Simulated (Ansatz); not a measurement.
Geometry optimisation, RKS B3LYP-D4/def2-SVP in Ansatz 0.2.0.

The input (input.yaml):

```yaml
crystal:
  periodic: [false, false, false]
  atoms:
    - { symbol: Si, position_ang: [-1.698219, -0.130685, 1.191762] }
    - { symbol: C, position_ang: [-0.624712, -1.626479, 0.809629] }
    - { symbol: H, position_ang: [-2.155204, 0.555551, -0.048369] }
    - { symbol: H, position_ang: [-2.920112, -0.614409, 1.906947] }
    - { symbol: H, position_ang: [-0.993015, 0.833696, 2.080169] }
    - { symbol: H, position_ang: [0.343832, -0.171289, -0.805335] }
    - { symbol: O, position_ang: [0.603545, 0.746851, -0.644974] }
    - { symbol: Si, position_ang: [1.875932, 1.40844, -1.503528] }
    - { symbol: H, position_ang: [-1.06091, -2.246434, 0.006876] }
    - { symbol: H, position_ang: [-0.562278, -2.264323, 1.707144] }
    - { symbol: H, position_ang: [0.410536, -1.365633, 0.54932] }
    - { symbol: H, position_ang: [3.100684, 0.556467, -1.411071] }
    - { symbol: H, position_ang: [1.54188, 1.58371, -2.949499] }
    - { symbol: H, position_ang: [2.138042, 2.734535, -0.888973] }
basis:
  gaussian: { orbitals: def2-SVP }
hamiltonian:
  xc: b3lyp
  dispersion: d4
relax:
  f_tol: 0.03
  max_steps: 50
```

Command:

```bash
$ ansatz run input.yaml --threads 2 --pin off --max-ram 3072MiB --backend cpu --events-out ev --progress --plain --runs-dir out
```

Problem. Where does it end, and by what steps?

Solution. The run converged. The force dipped under the threshold on the way, but the program's further checks kept it going. After 32 steps the energy has fallen by 0.155 eV; H13 moved furthest, 2.07 Å.

```csv
step,energy less start (eV),largest force component (eV/Å),accepted
0,0.0000,0.411,yes
2,-0.0551,0.292,yes
4,-0.0751,0.186,yes
6,-0.0842,0.213,yes
8,-0.0951,0.224,yes
10,-0.1052,0.196,yes
12,-0.1110,0.133,yes
14,-0.1170,0.186,yes
16,-0.1245,0.124,yes
18,-0.1299,0.118,yes
20,-0.1353,0.182,yes
22,-0.1423,0.185,yes
24,-0.1481,0.128,yes
26,-0.1528,0.110,yes
28,-0.1537,0.080,no
30,-0.1545,0.024,yes
32,-0.1550,0.021,yes
```

```xyz
14
Properties=species:S:1:pos:R:3
Si -1.512 0.000 0.836
C -0.652 -1.638 1.180
H -2.029 0.065 -0.566
H -2.685 0.179 1.746
H -0.595 1.158 1.053
H 0.233 -0.187 -2.059
O 0.869 -0.120 -1.337
Si 1.743 1.303 -1.194
H -1.345 -2.484 1.043
H -0.274 -1.672 2.215
H 0.198 -1.755 0.490
H 2.752 1.432 -2.290
H 0.853 2.502 -1.231
H 2.443 1.218 0.113
```

Whether the end is a true minimum wasn't checked by a vibrational analysis.

The run took 75 s on 2 threads of Arm Neoverse V2 (shared host), peak memory 0.25 GiB.
